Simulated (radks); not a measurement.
Question: The mean radii <r> (bohr) of the occupied orbitals of an atom or ion are listed with their occupations. Method: Dirac Kohn-Sham, PW91, spin-unpolarised, spherical densities, point nucleus; computed with a radial shooting solver on a logarithmic mesh with Libxc functionals.

| orbital | occ. | <r> |
|---|---|---|
| 1s1/2 | 2 | 0.02001 |
| 2s1/2 | 2 | 0.08429 |
| 2p1/2 | 2 | 0.07007 |
| 2p3/2 | 4 | 0.07746 |
| 3s1/2 | 2 | 0.2205 |
| 3p1/2 | 2 | 0.2103 |
| 3p3/2 | 4 | 0.2241 |
| 3d3/2 | 4 | 0.1973 |
| 3d5/2 | 6 | 0.2016 |
| 4s1/2 | 2 | 0.4978 |
| 4p1/2 | 2 | 0.5062 |
| 4p3/2 | 4 | 0.5382 |
| 4d3/2 | 4 | 0.5652 |
| 4d5/2 | 6 | 0.5766 |
| 5s1/2 | 2 | 1.230 |
| 5p1/2 | 2 | 1.387 |
| 5p3/2 | 4 | 1.497 |
| 4f5/2 | 6 | 0.7896 |
| 4f7/2 | 7 | 0.8097 |

Name the element and its charge. Open shells, if any, fill j = l - 1/2 first.

Answer: Z = 69, thulium, charge +2: Tm2+ in [Xe] 4f13. The 1s radius gives Z: for a bare nucleus <r> = (2 gamma + 1)/(2Z) with gamma = sqrt(1 - (Z/c)^2), 0.01977 bohr for Z = 69, and screening makes it slightly larger (0.02001 here). The occupations add up to 67, and the charge is Z minus that.
